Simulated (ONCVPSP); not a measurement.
**Potentials for C compared**

Generated with ld1.x 7.5 (TM, RRKJ, ultrasoft, PAW), atompaw 4.2 or ONCVPSP 4.0.1. The cutoff is in Ry: for ld1.x and atompaw files where the sum of valence levels is converged to 10 mRy in a Bessel basis, for ONCV files where the hardest occupied wave has 1 mHa per electron of residual kinetic energy. The error is the largest all-electron minus pseudo excitation energy over each file’s own four to seven test configurations (ionisations up to +4, promotions, holes and added fractions of an electron), all of which were solved. The labels leave out finer settings (local radius, basis sizes, second energies), which also bear on the numbers. Spin-polarised tests are not counted. The rows are a selection from randomly drawn settings: files with unsolved tests, undetermined cutoffs or missed reference levels are left out.

A true bound ghost makes a file unfit for plane-wave use even where its test errors are small: the radial tests pick states by their node count and pass the ghost by.

```csv
potential,cutoff (Ry),largest error (meV),bound ghosts
"ONCV, PBE, scalar-relativistic, rc 1.05/2.20/1.90 (spd), local smoothed, core correction yes, reference 2s2 2p2, qcut 6.9/6.9/4.8, projectors 1/3/2",39,+645,none
"ONCV, LDA (Perdew-Zunger), scalar-relativistic, rc 0.85/1.80/1.45 (spd), local smoothed, core correction yes, reference 2s2 2p1, qcut 6/6.8/6.4, projectors 1/2/2",40,+247,none
"ONCV, PBEsol, non-relativistic, rc 1.00/2.60 (sp), local smoothed, core correction no, reference 2s2 2p2, qcut 5.2/6.7, projectors 1/2",76,+1048,none
"ONCV, PBE, scalar-relativistic, rc 1.05/1.45 (sp), local smoothed, core correction yes, reference 2s2 2p2, qcut 5.6/5.8, projectors 2/2",71,+392,none
"ONCV, PBE, scalar-relativistic, rc 1.25/2.70/2.15 (spd), local s, core correction yes, reference 2s2 2p2, qcut 5.6/6.1/4.2, projectors 0/2/3",34,+1178,none
"ONCV, PBE, fully relativistic, rc 1.25/1.45/1.35 (spd), local smoothed, core correction yes, reference 2s2 2p2, qcut 4.8/5.3/7.3, projectors 2/3/2",88,+495,none
"ONCV, revPBE, scalar-relativistic, rc 0.95/1.55/1.45 (spd), local smoothed, core correction yes, reference 2s2 2p2, qcut 8.1/4.7/7, projectors 2/2/2",124,+476,d
"ONCV, PBE, scalar-relativistic, rc 1.25/2.00/2.00 (spd), local smoothed, core correction yes, reference 2s1.5 2p2.5, qcut 6.6/7.9/4.5, projectors 1/2/3",37,+288,none
```

(1) Fill in the row for C: ONCV, LDA (Perdew-Wang 92), scalar-relativistic, rc 1.00/1.75/1.55 (spd), local s, core correction yes, reference 2s2 2p1.5, qcut 7.6/7.6/6.3, projectors 0/2/3.

Answers

(1) cutoff 42 Ry, largest error +146 meV, bound ghosts: none.
